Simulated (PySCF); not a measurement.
How methods differ on the ionisation energy of I

I [Kr] 4d10 5s2 5p5 [5p1/2^2 5p3/2^3, M_J = 3/2] → I⁺ [Kr] 4d10 5s2 5p4 [5p1/2^2 5p3/2^2, M_J = 2], as a difference of total energies. Calculation: PySCF 2.14, in x2c-TZVPPall-2c; the two-component X2C-1e Hamiltonian. Correlated levels: [Ar] 3d10 frozen; the 6 highest virtual spinors dropped. "Screened" scales the spin-orbit matrix elements by Boettger's factors to mimic the two-electron term; Breit and QED terms are absent.

| method | ionisation energy (eV) | error (eV) |
| --- | --- | --- |
| GHF (spin-free) | 9.591 | -0.860 |
| GMP2 (spin-free) | 10.372 | -0.079 |
| GHF (screened spin-orbit) | 9.417 | -1.034 |
| GMP2 (screened spin-orbit) | 10.204 | -0.247 |

Reference: 10.451 eV (measured; NIST Atomic Spectra Database, ionization energies).

The spin-free rows relax to the high-spin LS determinant and lack the spin-orbit shift.

Errors of the correlated levels include the incompleteness of this basis and the frozen core.

The labels give the starting determinants; with spin-orbit coupling the two ends relaxed to ⟨J²⟩ = 3.76, ⟨L²⟩ = 2.04, ⟨S²⟩ = 0.78 and ⟨J²⟩ = 6.03, ⟨L²⟩ = 2.37, ⟨S²⟩ = 1.86.
